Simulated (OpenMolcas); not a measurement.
A run on Tc2+ among 6 point charges of -1 e arranged as a tetragonal octahedron (D4h), 1.86 Å from the ion, with the axial distance 2.102 Å.

```
Program             : OpenMolcas
Method              : SS-CASPT2, IPEA 0.25 Eh, imaginary shift 0.1 Eh (closed shells correlated: 4s 4p)
Basis               : ANO-RCC-VTZP [7s6p4d2f1g]
Scalar Hamiltonian  : DKH2, point nucleus
Active space        : 5 electrons in 5 orbitals (4d)
State averaging     : 2S+1 = 6 even, 1 root; 2S+1 = 4 even, 24 roots; 2S+1 = 2 even, 75 roots
Spin-orbit coupling : RASSI with atomic mean-field integrals over the reference wave functions
```

First CASPT2 step and the start of its output:

```
&CASPT2
Multistate=1 1
Frozen=8 6
IPEA=0.25
Imaginary=0.1
MaxIter=60
WThr=0.0 0.3 0.05
PrWF=0.5
NoMix
```

```
--- CASPT2 ---
Orbital specifications:
      -----------------------

      Symmetry species                           1   2
                                                ag  au
      Frozen orbitals                            8   6
      Inactive orbitals                          1   3
      Active orbitals                            5   0
      Secondary orbitals                        22  23
      Deleted orbitals                           0   0
      Number of basis functions                 36  32
Type of calculation                        SS-CASPT2
      Fock operator                              state-specific
      IPEA shift                                 0.25
      Real shift                                 0.00
      Imaginary shift                            0.10
      The input orbitals will be transformed to quasi-canonical
Reference energy:       -4285.0632596534
      E2 (Non-variational):      -0.3642496149
      Shift correction:          -0.0001995209
      E2 (Variational):          -0.3644491358
      Total energy:           -4285.4277087892
      Residual norm:              0.0000003654
      Reference weight:           0.93278
      Contributions to the CASPT2 correlation energy
      Active & Virtual Only:         -0.0650995043
      One Inactive Excited:          -0.1816610082
      Two Inactive Excited:          -0.1174891023
::    CASPT2 Root  1     Total energy:  -4285.42770879
--- CASPT2 ---
Orbital specifications:
      -----------------------

      Symmetry species                           1   2
                                                ag  au
      Frozen orbitals                            8   6
      Inactive orbitals                          1   3
      Active orbitals                            5   0
...
```

Over all roots the printed reference weights run from 0.63 to 0.93, and roots that are degenerate in the reference spread by up to 0.21 cm-1.

**Question.** Did the run give usable levels, and if not, why?

**Answer.** No. The equations converged, but the reference weight falls to 0.63 for at least one root against 0.93 for the best. A drop of that size marks an intruder state, so the energies of such roots and the levels built on them can't be trusted.
